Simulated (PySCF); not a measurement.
Method: PBE-D3(BJ)/def2-TZVP // r2SCAN-D4/def2-SVP (PySCF). Gas-phase values, no solvent. One relaxed conformer stands for a flexible species; it need not be the lowest. 

Reference species: [Cd(NH2)2] (neutral, multiplicity 1).

```json
{
  "HOMO–LUMO gap": "3.96 eV",
  "LUMO": "-1.41 eV",
  "coordination_number": "2"
}
```

Changed species: [Cd(H)2] (2 of 2 NH2 replaced by H; the reference has 0 of 2 NH2 replaced by H).

**Question.** Predict the effect on the HOMO–LUMO gap, LUMO and coordination number.

**Answer.** the HOMO–LUMO gap rises by 1.34 eV, to 5.30 eV; the LUMO increases by 0.03 eV, to -1.38 eV; the coordination number is nearly the same.
